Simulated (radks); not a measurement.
Values are calculated unless marked as measured or tabulated.
All-electron atom: Dy16+ in [Kr] 4d10 4f4.

Level of theory: non-relativistic Kohn-Sham, PBE, spin-polarised, spherical densities, point nucleus; open shells are filled with parallel spins first (spin-orbit coupling, left out, can overturn this in heavy ions); relativity is left out, which matters for an element this heavy (a radial shooting solver on a logarithmic mesh with Libxc functionals).

Energy parts (eV):
total: -314578.45
kinetic: 314502.92
electron-nucleus: -728825.56
Hartree: 106253.82
exchange-correlation: -6509.62

Orbitals (lengths in bohr, moments of r in powers of bohr):
1s up: occ. 1; eigenvalue (eV) -50564.34; <r^2> 0.0007057
1s down: occ. 1; eigenvalue (eV) -50564.36; <r^2> 0.0007057
2s up: occ. 1; eigenvalue (eV) -8407.450; <r^2> 0.01119
2s down: occ. 1; eigenvalue (eV) -8407.355; <r^2> 0.01118
2p up: occ. 3; eigenvalue (eV) -8028.843; <r^2> 0.008309
2p down: occ. 3; eigenvalue (eV) -8028.796; <r^2> 0.008308
3s up: occ. 1; eigenvalue (eV) -2146.636; <r^2> 0.07178
3s down: occ. 1; eigenvalue (eV) -2143.487; <r^2> 0.07166
3p up: occ. 3; eigenvalue (eV) -1976.779; <r^2> 0.06701
3p down: occ. 3; eigenvalue (eV) -1973.921; <r^2> 0.06688
3d up: occ. 5; eigenvalue (eV) -1660.125; <r^2> 0.05322
3d down: occ. 5; eigenvalue (eV) -1658.078; <r^2> 0.05308
4s up: occ. 1; eigenvalue (eV) -692.6645; <r^2> 0.3417
4s down: occ. 1; eigenvalue (eV) -687.6820; <r^2> 0.3424
4p up: occ. 3; eigenvalue (eV) -624.2284; <r^2> 0.3540
4p down: occ. 3; eigenvalue (eV) -619.2739; <r^2> 0.3548
4d up: occ. 5; eigenvalue (eV) -501.1897; <r^2> 0.3788
4d down: occ. 5; eigenvalue (eV) -496.2536; <r^2> 0.3803
4f up: occ. 4; eigenvalue (eV) -345.8002; <r^2> 0.4181
4f down: occ. 0; eigenvalue (eV) -340.7098; <r^2> 0.4227
5s up: occ. 0; eigenvalue (eV) -317.0407; <r^2> 1.313
5s down: occ. 0; eigenvalue (eV) -314.3956; <r^2> 1.321
5p up: occ. 0; eigenvalue (eV) -290.6410; <r^2> 1.422
5p down: occ. 0; eigenvalue (eV) -288.0980; <r^2> 1.430

The highest occupied level is 4f up at -345.80 eV. Summed over all electrons, <r^2> = 9.429 bohr^2, which gives a Langevin (diamagnetic) susceptibility term of -7.47 x 10^-6 cm^3/mol. Spin moment in Bohr magnetons: 4. The electron density at the nucleus is 2.048e+05 e/bohr^3. Virial ratio -V/T = 2.00024.
